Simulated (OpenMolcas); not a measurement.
CH7NOSi (SMILES OCN[SiH3]): methods side by side

CH7NOSi: 11 atoms, total charge 0, spin state singlet. SMILES: `OCN[SiH3]`. The coordinates come from a PBE0-D4/def2-TZVP relaxation. This is one conformer, not always the lowest.

Quantity: the vertical energy of the triplet above the singlet, in eV. The values are calculated.

```csv
level,kind,program,value (eV),CPU time (all runs)
HF/cc-pVDZ,Hartree–Fock,OpenMolcas,6.26,37 s
SVWN5/cc-pVDZ,LDA,OpenMolcas,5.62,2.2 min
PBE/cc-pVDZ,GGA,OpenMolcas,5.66,3.4 min
M06-L/cc-pVDZ,meta-GGA,OpenMolcas,6.21,5 min
TPSS/cc-pVDZ,meta-GGA,OpenMolcas,5.87,4.6 min
r2SCAN/cc-pVDZ,meta-GGA,OpenMolcas,5.88,4.8 min
M06-2X/cc-pVDZ,hybrid meta-GGA,OpenMolcas,6.41,5.2 min
PBE0/cc-pVDZ,global hybrid,OpenMolcas,6.05,3.5 min
```

The values span 5.62 to 6.41 eV. A triplet this far above the singlet is often a Rydberg-like or dissociative state; sets without diffuse functions put Rydberg states too high. CPU times are rough (shared hosts, several kinds of processor and program).
